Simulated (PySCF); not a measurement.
SMILES Cl[Si](Cl)O[Si](Cl)(Cl)Cl, doublet (PBE0/def2-SVP optimised geometry):

```
8

Cl     1.707     0.569    -2.088
Si     1.669    -0.418    -0.277
Cl     2.188     0.882     1.235
O      0.136    -0.958     0.000
Si    -1.497    -0.958     0.000
Cl    -2.145    -1.924     1.668
Cl    -2.171    -1.928    -1.657
Cl    -2.188     0.958     0.000
```

Method: PySCF with unrestricted PBE0/def2-TZVP.

**Question.** What are the frontier orbital energies (α orbitals alone; a β orbital can be the lowest empty one) and the dipole moment?

**Answer.** HOMO-2 -9.56 eV, HOMO-1 -9.48 eV, HOMO -7.26 eV, LUMO -0.44 eV, LUMO+1 0.10 eV; dipole moment 0.71 D.

On the same geometry unrestricted PBE/def2-TZVP run with PySCF gives HOMO-2 -8.09 eV, HOMO-1 -8.05 eV, HOMO -6.02 eV, LUMO -1.44 eV, LUMO+1 -0.81 eV; dipole moment 0.60 D.

Meta-Löwdin charges at PBE0/def2-TZVP: Cl1 -0.25, Si2 0.91, Cl3 -0.25, O4 -0.81, Si5 1.15, Cl6 -0.25, Cl7 -0.25, Cl8 -0.25.
